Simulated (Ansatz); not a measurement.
Calculated with Ansatz (gas phase, PBE0-D4/def2-TZVP geometries, no zero-point term in ΔE). CCSD(T)/CBS is the MP2 limit (def2-TZVPP, def2-QZVPP) plus CCSD(T) − MP2 in def2-TZVPP, frozen cores. This one scheme is used for every species. Functionals use def2-TZVPP. B3LYP here is the variant with VWN-RPA as its local correlation; programs differ in this. HSE06 is defined as in plane-wave codes. For Br, Ga outer-core shells are correlated without core-valence functions, which leaves a few kJ/mol of doubt a bond. Scalar relativity is left out up to krypton. Each species was taken in one conformer, which may not be the lowest.

Consider the ligand exchange at a Ga–Cl bond: `[NH2][Ga]([Cl])[Br]` + NH₃ → `[NH2][Ga]([NH2])[Br]` + HCl.

```
             level  ΔE (kJ/mol)  difference from CCSD(T)/CBS
       LDA (SPW92)         73.6                         -3.8
            PBE-D4         82.1                          4.7
         revPBE-D4         81.8                          4.4
           BLYP-D4         80.9                          3.5
            B97M-V         90.0                         12.6
           PBE0-D4         84.7                          7.3
          B3LYP-D4         83.1                          5.7
        r2SCANh-D4         85.3                          7.9
        r2SCAN0-D4         86.2                          8.8
          HSE06-D4         85.0                          7.6
      CAM-B3LYP-D4         79.4                          2.0
           ωB97X-V         81.6                          4.2
           ωB97M-V         82.5                          5.1
            B2PLYP         81.9                          4.5
          PBE-QIDH         83.8                          6.4
               PBE         82.4                          5.0
            revPBE         84.6                          7.2
              BLYP         81.8                          4.4
            r2SCAN         84.9                          7.5
              PBE0         84.8                          7.4
           r2SCANh         85.5                          8.1
           r2SCAN0         86.3                          8.9
             BHLYP         86.4                          9.0
         CAM-B3LYP         79.4                          2.0
           LC-ωPBE         77.9                          0.5
RPA@PBE/def2-TZVPP         74.5                         -2.9
       HF/def2-SVP         95.0                         17.6
      MP2/def2-SVP         82.3                          4.9
     CCSD/def2-SVP         83.0                          5.6
  CCSD(T)/def2-SVP         82.5                          5.1
     HF/def2-TZVPP         92.8                         15.4
    MP2/def2-TZVPP         78.8                          1.4
SCS-MP2/def2-TZVPP         78.8                          1.4
CCSD(T)/def2-TZVPP         77.9                          0.5
     HF/def2-QZVPP         91.7                         14.3
    MP2/def2-QZVPP         78.2                          0.8
SCS-MP2/def2-QZVPP         78.4                          1.0
      HF/CBS(def2)         91.6                         14.2
     MP2/CBS(def2)         78.3                          0.9
    CCSD/CBS(def2)         77.9                          0.5
       CCSD(T)/CBS         77.4                            0
```

Task: What do rigid-rotor, harmonic-oscillator terms from PBE0-D4/def2-TZVP frequencies (298.15 K, 1 bar) make of the CCSD(T)/CBS value? (An estimate is asked.)

Result: The calculation gave: ΔZPE = -8.8 kJ/mol, ΔH = +68.5 kJ/mol, ΔS = -19 J/(mol·K), ΔG = +74.1 kJ/mol.

Largest T1 diagnostic among the species: 0.011.

From BLYP to BHLYP (50 % exact exchange), in def2-TZVPP and without D4, ΔE moves by +4.6 kJ/mol. Leaving LDA and LC-ωPBE aside and taking each functional with its dispersion term where it has one, the values spread over 10.7 kJ/mol, from CAM-B3LYP-D4 to B97M-V. LDA lies −8.8 kJ/mol from PBE without D4.
